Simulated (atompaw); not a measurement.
## An all-electron radial function and its pseudo partner (bromine (Br))

Columns: radius, all-electron u(r) and pseudo u(r) of the 3s shell (level -237.63 eV) of bromine in the configuration [Ne] 3s2 3p6 3d10 4s2 4p5; PBEsol, scalar-relativistic, PAW (atompaw) scheme, atompaw 4.2.0.5.

| r (bohr) | all-electron | pseudo |
| --- | --- | --- |
| 0.044 | 0.2117 | 0.2686 |
| 0.088 | -0.5602 | 0.5288 |
| 0.133 | -0.8206 | 0.7781 |
| 0.177 | -0.5859 | 0.9981 |
| 0.221 | -0.1192 | 1.1883 |
| 0.265 | 0.3863 | 1.3444 |
| 0.310 | 0.8334 | 1.4651 |
| 0.354 | 1.1592 | 1.5437 |
| 0.398 | 1.3706 | 1.5837 |
| 0.442 | 1.4814 | 1.5870 |
| 0.487 | 1.5120 | 1.5561 |
| 0.531 | 1.4824 | 1.4969 |
| 0.575 | 1.4125 | 1.4150 |
| 0.619 | 1.3172 | 1.3162 |
| 0.663 | 1.2079 | 1.2069 |
| 0.708 | 1.0904 | 1.0900 |
| 0.752 | 0.9760 | 0.9759 |
| 0.796 | 0.8658 | 0.8658 |
| 0.840 | 0.7624 | 0.7624 |
| 0.885 | 0.6652 | 0.6652 |
| 0.929 | 0.5791 | 0.5791 |
| 0.973 | 0.5018 | 0.5018 |
| 1.017 | 0.4332 | 0.4332 |
| 1.062 | 0.3714 | 0.3714 |
| 1.106 | 0.3186 | 0.3186 |
| 1.150 | 0.2727 | 0.2727 |

(1) How many radial nodes do the two functions have?

(2) At about which radius was the pseudo-wave matched?

(3) Where does each function peak?

(4) Is the pseudo-wave norm-conserving?

Answers

(1) The all-electron 3s function has n − l − 1 = 2; the pseudo-wave has 0, since the states of the same l below it are removed with the core.

(2) 0.85 bohr. The columns agree to 0.0005 from 0.71 bohr on; several derivatives are matched, so the curves merge somewhat inside the radius.

(3) Outermost all-electron maximum near 0.49 bohr, pseudo maximum near 0.44 bohr (to the table’s step).

(4) No, it belongs to a PAW set: the norm inside the radius is not constrained, and the difference is carried by the augmentation charge.
